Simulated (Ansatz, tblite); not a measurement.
Cost and result up the ladder for `[C-]#[N+]CCCCCCCCCC=C` (34 atoms). Total charge 0; singlet. Geometry: PBE-D4/def2-SVP.

```xyz
34

C    -5.428    0.708   -4.694
N    -4.397    0.377   -4.211
C    -3.183   -0.024   -3.594
C    -3.337   -0.264   -2.086
C    -2.027   -0.701   -1.427
C    -2.162   -0.940    0.081
C    -0.889   -1.452    0.767
C     0.292   -0.474    0.756
C     1.510   -0.988    1.532
C     2.745   -0.079    1.478
C     2.560    1.280    2.157
C     3.763    2.184    2.181
C     4.972    1.932    1.649
H    -2.416    0.759   -3.783
H    -2.821   -0.948   -4.096
H    -3.711    0.669   -1.612
H    -4.124   -1.031   -1.924
H    -1.660   -1.634   -1.913
H    -1.246    0.067   -1.621
H    -2.985   -1.668    0.254
H    -2.489    0.005    0.571
H    -1.130   -1.707    1.822
H    -0.575   -2.410    0.293
H    -0.047    0.500    1.177
H     0.601   -0.258   -0.291
H     1.221   -1.156    2.595
H     1.785   -1.990    1.137
H     3.601   -0.604    1.956
H     3.040    0.077    0.416
H     2.215    1.125    3.207
H     1.723    1.838    1.677
H     3.608    3.151    2.695
H     5.789    2.666    1.722
H     5.201    0.989    1.127
```

Ansatz on 4 threads of Intel Xeon Platinum 8375C on a shared host; xTB runs through tblite on one thread. Times are rough, summed over both states, and most runs start from the orbitals of an earlier one. PBE0-D4/def2-SVP serves as the yardstick here, not as an exact answer. The other state is a doublet.

The xTB rows come from tblite. HOMO above LUMO, or a gap near zero within one spin, warns that the state may not be the lowest or that an electron is smeared out.

Raw xTB energies of ions are shifted by several eV.

| level | functions | vertical IE (eV) | difference from PBE0-D4/def2-SVP (eV) | remarks |
| --- | --- | --- | --- | --- |
| PBE-D4/def2-SVP | 287 | 8.59 | -0.65 | gap within one spin near zero (+1 doublet) |
| PBE0-D4/def2-SVP | 287 | 9.24 | 0.00 | – |
| GFN1-xTB | 94 | 13.69 | 4.45 | – |
| GFN2-xTB | 73 | 12.96 | 3.72 | – |

(1) Estimate how long each takes.

Answers

(1) GFN2-xTB 0.073 s; GFN1-xTB 0.15 s; PBE-D4/def2-SVP 17 s; PBE0-D4/def2-SVP 25 s. On shared hardware such times vary by a factor of up to 3.
